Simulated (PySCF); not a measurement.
## ³³S chemical shifts

Theory: geometry from GFN2-xTB, shieldings: GIAO PBE0/pcSseg-1, in PySCF 2.14 (one computed conformer, no solvent, equivalent nuclei averaged, no relativistic terms).

Shieldings were converted by a linear fit to measured shifts: ³³S (scatter 33.3 ppm rms vs sulfate, solution or neat liquid). Occasional misses reach two or three times the rms, and more in compound classes unlike the fitted ones.

Q: Give the ³³S shifts of `O=C([SiH3])CSC[SiH3]`, `C#C[SiH2]/C(=C\SC)CC`.

A: 
| compound | environment | δ (ppm) |
| --- | --- | --- |
| O=C([SiH3])CSC[SiH3] | sulfide sulfur | -373 |
| C#C[SiH2]/C(=C\SC)CC | sulfide sulfur | -304 |

Q: Order these by ³³S shift, lowest first.
A. CC(=S)O[SiH2]C[SiH3]
B. CC#C[Si@@H]1C[C@H]1SCC
C. C1=C(C2CCCC2)S[SiH2]1
D. C#C[C@@]1([SiH3])CCCSC1

A: C (-375 ppm, sulfur bonded to C, Si, in a 4-membered ring), D (-324 ppm, sulfide sulfur), B (-262 ppm, sulfide sulfur), A (146 ppm, thione sulfur).
